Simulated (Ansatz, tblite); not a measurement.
Cost and result up the ladder for the cluster As₂S₂ (4 atoms). The state is a singlet with charge 0. Geometry: r2SCAN-D4/def2-SVP.

```xyz
4

As    0.548    0.822    0.852
As   -0.152    0.179   -1.284
S    -1.635    0.183    0.481
S     1.239   -1.184   -0.050
```

Ansatz on 4 threads of Arm Neoverse N1 on a shared host; xTB runs through tblite on one thread. Times are rough, summed over both states, and most runs start from the orbitals of an earlier one. ωB97M-V/def2-TZVP serves as the yardstick here, not as an exact answer. Differences are given only for rows in sets of like size (and for xTB, whose basis is part of the method), since another set adds its own error. The other state is a quintet at its own geometry, which has other bonds, so the gap mixes isomer and spin.

The xTB rows come from tblite. Correlated methods freeze 28 core orbitals; core or outer-core shells of As are correlated, in sets that lack core-valence functions. At PBE0-D4/def2-TZVP a singlet of charge 0 lies 3.36 eV below the quintet, each at its own geometry. The structure comes from a short search, and lower isomers may exist.

Correlated methods converge slowly with the basis.

xTB has no spin-polarisation term.

```json
{"level": "GFN1-xTB", "functions": "36", "wall time": "0.014 s", "quintet − singlet (eV)": "4.65", "difference from ωB97M-V/def2-TZVP (eV)": "1.13"}
{"level": "GFN2-xTB", "functions": "36", "wall time": "0.015 s", "quintet − singlet (eV)": "3.81", "difference from ωB97M-V/def2-TZVP (eV)": "0.29"}
{"level": "HF/STO-3G", "functions": "54", "wall time": "1 s", "quintet − singlet (eV)": "1.21", "difference from ωB97M-V/def2-TZVP (eV)": "–"}
{"level": "PBE-D4/def2-TZVP (with forces)", "functions": "170", "wall time": "7.8 s", "quintet − singlet (eV)": "3.45", "difference from ωB97M-V/def2-TZVP (eV)": "-0.07"}
{"level": "MP2/def2-TZVP", "functions": "170", "wall time": "12 s", "quintet − singlet (eV)": "4.15", "difference from ωB97M-V/def2-TZVP (eV)": "0.64"}
{"level": "PBE0-D4/def2-TZVP", "functions": "170", "wall time": "16 s", "quintet − singlet (eV)": "3.35", "difference from ωB97M-V/def2-TZVP (eV)": "-0.16"}
{"level": "r2SCAN-D4/def2-TZVP", "functions": "170", "wall time": "20 s", "quintet − singlet (eV)": "3.21", "difference from ωB97M-V/def2-TZVP (eV)": "-0.30"}
{"level": "B97M-V/def2-TZVP", "functions": "170", "wall time": "29 s", "quintet − singlet (eV)": "3.46", "difference from ωB97M-V/def2-TZVP (eV)": "-0.06"}
{"level": "ωB97M-V/def2-TZVP", "functions": "170", "wall time": "45 s", "quintet − singlet (eV)": "3.51", "difference from ωB97M-V/def2-TZVP (eV)": "0.00"}
```
